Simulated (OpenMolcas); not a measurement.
An OpenMolcas run meant for C⁺ (ANO-RCC-VDZ, DKH2; inactive shells 1s; intended active space 3 electrons in 4 orbitals (2s 2p)). One step of its input:

```
&CASPT2
Multistate=1 1
Frozen=0 0
IPEA=0.25
Imaginary=1.5
MaxIter=60
WThr=0.0 0.3 0.05
PrWF=0.5
NoMix
```

The run finished. Its levels beside those of a sound run (MS-CASPT2, IPEA 0.25 Eh, imaginary shift 0.1 Eh (closed shells correlated: 1s)), in eV above each run's lowest level:

```tsv
Level	This run	Usual run
2s2 2p 2P* 1/2	0.0000	0.0000
2s2 2p 2P* 3/2	0.0070	0.0071
2s 2p2 4P 1/2	4.7511	4.7643
2s 2p2 4P 3/2	4.7537	4.7669
2s 2p2 4P 5/2	4.7582	4.7714
2s 2p2 2D 3/2	9.9915	9.9750
2s 2p2 2D 5/2	9.9915	9.9750
2s 2p2 2S 1/2	12.5621	12.3911
2s 2p2 2P 1/2	14.9654	14.9585
2s 2p2 2P 3/2	14.9703	14.9634
2p3 4S* 3/2	17.2897	17.2868
2p3 2D* 3/2	19.9893	19.9629
2p3 2D* 5/2	19.9894	19.9629
2p3 2P* 1/2	22.7335	22.6073
```

Problem. Which setting is unsound, and how much does it matter here?

Solution. The level shift is far above the usual 0.1 to 0.3 hartree and damps the second-order energy. Against the sound run the excited levels shown move by 270 cm-1 on average and by 1400 cm-1 at most.

CASPT2 does not keep the components of a term degenerate, so their means are used; among the terms shown or strongly mixed into the levels shown the widest spread is 95 cm-1 (2p3 2D*, the sound run). Only configurations of the active space appear.

* marks odd parity.
